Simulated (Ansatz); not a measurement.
The first iterations of a band of AlH5O2Si (9 atoms, charge 0, multiplicity 1).

The calculation used RKS PBE/def2-SVP in Ansatz.

| Item | Value |
| --- | --- |
| movable images | 7 |
| climbing image | yes |
| spring | 5.0 eV/Å² |
| optimiser | quadratic models (default) |
| start path | through a guess of the saddle point |
| force threshold | 0.05 eV/Å |
| iteration limit | 60 |
| end points | relaxed |

Initial state:

```xyz
9
Properties=species:S:1:pos:R:3
Al 0.404 -0.049 0.087
O 0.864 0.036 1.735
H 0.301 -0.247 2.472
H 1.455 0.460 -0.973
O -1.121 -0.654 -0.398
Si -2.605 -1.295 -0.778
H -2.880 -2.517 0.060
H -3.692 -0.284 -0.520
H -2.653 -1.692 -2.230
```

Final state:

```xyz
9
Properties=species:S:1:pos:R:3
Al 0.436 0.065 -1.119
O 0.815 0.376 1.004
H -0.014 -0.145 1.175
H 1.552 -0.104 1.432
O -1.041 -0.632 -0.345
Si -2.555 -1.290 -0.614
H -2.653 -2.651 0.031
H -3.629 -0.413 -0.021
H -2.838 -1.447 -2.087
```

| iteration | highest image above the first end (eV) | largest band force component (eV/Å) |
| --- | --- | --- |
| 1 | 5.042 | 20.142 |
| 2 | 3.905 | 3.576 |
| 3 | 3.125 | 1.734 |
| 4 | 2.780 | 1.066 |
| 5 | 2.710 | 0.752 |
| 6 | 2.669 | 0.555 |
| 7 | 2.652 | 0.376 |

Q: Does the band converge within its limit, and where does its top end?

A: The forces met the threshold. It ended after 23 iterations with the highest image 2.587 eV above the first end. A vibrational analysis at the climbing image gives one clearly imaginary mode, 1270i cm⁻¹: a first-order saddle point. The orbitals stay closed-shell, which can raise the energy where a bond breaks towards radicals; this wasn't checked here.

Run time: 3.6 min on 2 threads of Arm Neoverse V2, with other jobs on the host, peak memory 0.12 GiB.
